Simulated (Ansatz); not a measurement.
Reaction (formal exchange of groups at a Ge–N bond): `CC(C)[NH][Ge]([Cl])([Cl])[Cl]` + SiH₄ → `[SiH3][Ge]([Cl])([Cl])[Cl]` + `CC(C)N`

Gas-phase electronic energies from Ansatz, PBE0-D4/def2-TZVP geometries. CCSD(T)/CBS is the MP2 limit (def2-TZVPP, def2-QZVPP) plus CCSD(T) − MP2 in def2-TZVPP, frozen cores. This one scheme is used for every species. Functionals use def2-TZVPP. HSE06 is defined as in plane-wave codes. For Ge outer-core shells are correlated without core-valence functions, which leaves a few kJ/mol of doubt a bond. Scalar relativity is left out up to krypton. Each species was taken in one conformer, which may not be the lowest.

CCSD(T)/CBS gives +0.8 kJ/mol.

Problem. Another level gave -8.4 kJ/mol. Which?
A. HSE06/def2-TZVPP
B. r2SCAN/def2-TZVPP
C. BHLYP-D4/def2-TZVPP
D. SCS-MP2/def2-TZVPP

Solution. B. r2SCAN -8.4, HSE06 -16.6, SCS-MP2/def2-TZVPP 11.6, BHLYP-D4 0.1 kJ/mol.

Problem. What do rigid-rotor, harmonic-oscillator terms from PBE0-D4/def2-TZVP frequencies (298.15 K, 1 bar) make of the CCSD(T)/CBS value? (An estimate is asked.)

Solution. Computed: ΔZPE = +10.6 kJ/mol, ΔH = +10.2 kJ/mol, ΔS = 22 J/(mol·K), ΔG = +3.7 kJ/mol. Modes under 50 cm⁻¹ make the entropy rough.

Largest T1 diagnostic among the species: 0.011.

Leaving LDA and LC-ωPBE aside and taking each functional with its dispersion term where it has one, the values, not all of them listed here, spread over 16.9 kJ/mol, from PBE-D4 to ωB97X-V. LDA lies +11.1 kJ/mol from PBE without D4. At CCSD(T), def2-SVP lies +23.0 kJ/mol from the extrapolated value and def2-TZVPP +6.6 kJ/mol.
